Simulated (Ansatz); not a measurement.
Consider the formal exchange of groups at the Si–H bond: `N[SiH2]BF` + `[SiH3]CCSS` → `N[SiH]([SiH3])BF` + `CCSS`.

Isolated molecules relaxed with PBE0-D4/def2-TZVP in Ansatz; ΔE leaves out vibrations. CCSD(T)/CBS is the MP2 limit (def2-TZVPP, def2-QZVPP) plus CCSD(T) − MP2 in def2-TZVPP, frozen cores. Functionals use def2-TZVPP. One conformer a species, not always the lowest.

(1) Is it downhill or uphill in electronic energy at CCSD(T)/CBS, and by how much? (An estimate is asked.)

(2) What do these levels give: ωB97X-V, ωB97M-V, B2PLYP, HF/def2-TZVPP, SCS-MP2/def2-TZVPP, MP2/CBS(def2)? (Best estimate.)

Largest T1 diagnostic among the species: 0.014.

Answers

(1) The calculation gave: Downhill: ΔE = -12.9 kJ/mol.

(2) Computed: ωB97X-V -14.0, ωB97M-V -8.5, B2PLYP -15.3, HF/def2-TZVPP -11.3, SCS-MP2/def2-TZVPP -5.4, MP2/CBS(def2) -6.1 kJ/mol.

The D4 term adds +5.3 kJ/mol with B3LYP and +2.7 kJ/mol with PBE0; it sums over pairs of atoms, weighted by their polarisabilities, and B3LYP, whose exchange is more repulsive, gets the larger term. From PBE to PBE0 (25 % exact exchange), in def2-TZVPP and without D4, ΔE moves by +4.7 kJ/mol.

B3LYP here is the variant with VWN-RPA as its local correlation; programs differ in this.
